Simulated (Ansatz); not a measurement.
Job for Ansatz (a program for electronic structure): R-CCSD(T)/cc-pVDZ on C6H14 (SMILES CCCC(C)C).

Ansatz 0.2 input:
```yaml
crystal:
  periodic: [false, false, false]
  atoms:
    - {symbol: C, position_ang: [2.81926188, -0.22632645, -0.12137246]}
    - {symbol: C, position_ang: [1.42035009, -0.44589922, 0.44824262]}
    - {symbol: C, position_ang: [0.35498095, 0.37551026, -0.27460504]}
    - {symbol: C, position_ang: [-1.05809590, 0.27541004, 0.31197834]}
    - {symbol: C, position_ang: [-1.62347812, -1.14329770, 0.22749952]}
    - {symbol: C, position_ang: [-1.99551281, 1.26688159, -0.37808973]}
    - {symbol: H, position_ang: [3.56552114, -0.82173756, 0.40800445]}
    - {symbol: H, position_ang: [2.86043692, -0.50385433, -1.17756174]}
    - {symbol: H, position_ang: [3.11467348, 0.82299791, -0.04549906]}
    - {symbol: H, position_ang: [1.41303764, -0.18528729, 1.51205002]}
    - {symbol: H, position_ang: [1.17332383, -1.50912969, 0.39291138]}
    - {symbol: H, position_ang: [0.66129745, 1.42738634, -0.26735787]}
    - {symbol: H, position_ang: [0.32216931, 0.07792662, -1.33003543]}
    - {symbol: H, position_ang: [-0.99659099, 0.55183139, 1.37188285]}
    - {symbol: H, position_ang: [-2.63659969, -1.18393641, 0.63288629]}
    - {symbol: H, position_ang: [-1.66875120, -1.47712902, -0.81341515]}
    - {symbol: H, position_ang: [-1.01713353, -1.86025530, 0.78187323]}
    - {symbol: H, position_ang: [-1.62373928, 2.29022322, -0.29326723]}
    - {symbol: H, position_ang: [-2.99682130, 1.23497005, 0.05655152]}
    - {symbol: H, position_ang: [-2.08832987, 1.03371557, -1.44267650]}
basis:
  gaussian:
    orbitals: cc-pVDZ
magnetization: {spin_polarized: false}
correlation: {method: ccsd_t, electrons: outside_noble_gas}
scf: {lower_state_search: off}
```

It printed:

```
WARN ansatz: RAYON_NUM_THREADS=4 ignored (pool sized by the plan → 4); use --threads N
Functional definition: HF
these checks for a lower state are left out or cut short: stability, starts, cluster_reference, orbital_swaps, neighbouring_geometries, increment
integrals: 0.42 GiB planned
1386 factors; integrals over basis functions are off by at most 1.2e-3 eV
mean field: 0.59 GiB planned
mean field evaluation 1: about -6400.7779 eV, gradient 3.7e1 eV
mean field evaluation 2: about -6401.0326 eV, gradient 3.7e1 eV
mean field evaluation 4: about -6405.0531 eV, gradient 3.9e0 eV
mean field evaluation 8: about -6405.1043 eV, gradient 1.7e-1 eV
mean field -6405.10443403 eV, -235.3832464149 hartree, gradient 6.8e-6 eV, S^2 0.000000; 0 other end points of the search recorded, 0 dependent functions left out
6 core orbitals not correlated
reference -6405.10443403 eV, -235.3832464149 hartree; 19, 19 occupied and 129, 129 virtual orbitals, 1386 factors
second order -23.88786876 eV of doubles, -0.00000000 eV of singles
coupled cluster: 1.50 GiB planned
cycle   1  -25.50626843 eV  change    -1.6e0 eV  update   9.4e-2
cycle   2  -26.17965418 eV  change   -6.7e-1 eV  update   2.7e-2
cycle   3  -26.25491789 eV  change   -7.5e-2 eV  update   8.1e-3
cycle   4  -26.25861599 eV  change   -3.7e-3 eV  update   2.2e-3
cycle   5  -26.25985940 eV  change   -1.2e-3 eV  update   5.8e-4
cycle   6  -26.26000534 eV  change   -1.5e-4 eV  update   1.5e-4
cycle   7  -26.26003167 eV  change   -2.6e-5 eV  update   3.8e-5
perturbative correction -0.77210010 eV, -0.0283741554 hartree
Total energy: -6432.13656580 eV, -236.3766589345 hartree
Checks for a lower state left out: stability, starts, cluster_reference, orbital_swaps, neighbouring_geometries, increment
```

Self-consistency was reached.

Cost: roughly 4 core-minutes.
